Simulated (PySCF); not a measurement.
Delta-SCF ions had no search for a lower state. Excitations are Tamm–Dancoff values on a coarser integration grid. The basis has no diffuse functions, so Rydberg states are missing or too high.

# C₂H₄BN, SMILES `BC#CN` (charge 0, multiplicity 1)

All values below come from CAM-B3LYP-D3(BJ)/def2-TZVP (PySCF 2.14.0).

```
Property                                                             Value
-------------------------------------------  -----------------------------
HOMO                                                              -8.33 eV
dipole moment                                                       4.15 D
LUMO                                                              -0.11 eV
HOMO–LUMO gap                                                      8.23 eV
S1 excitation (TDA)                                                4.71 eV
S1 oscillator strength                                               0.000
brightest of the four lowest singlets (TDA)                        5.47 eV
T1 excitation (TDA)                                                3.74 eV
S1–T1 gap (TDA)                                                    0.96 eV
vertical ionisation energy (Delta-SCF)                             9.27 eV
total energy                                                  -158.1243 Ha
cost                                         very roughly 110 core-seconds
```

```xyz
8

B      1.9838    -0.2429    -0.1058
C      0.5265    -0.0648    -0.0950
C     -0.6830     0.0835    -0.0863
N     -1.9834     0.2428    -0.0769
H      2.6750     0.4450     0.5784
H      2.4790    -1.0757    -0.7989
H     -2.5809    -0.3290    -0.6483
H     -2.4170     0.9411     0.5017
```
Charge 0, spin multiplicity 1.
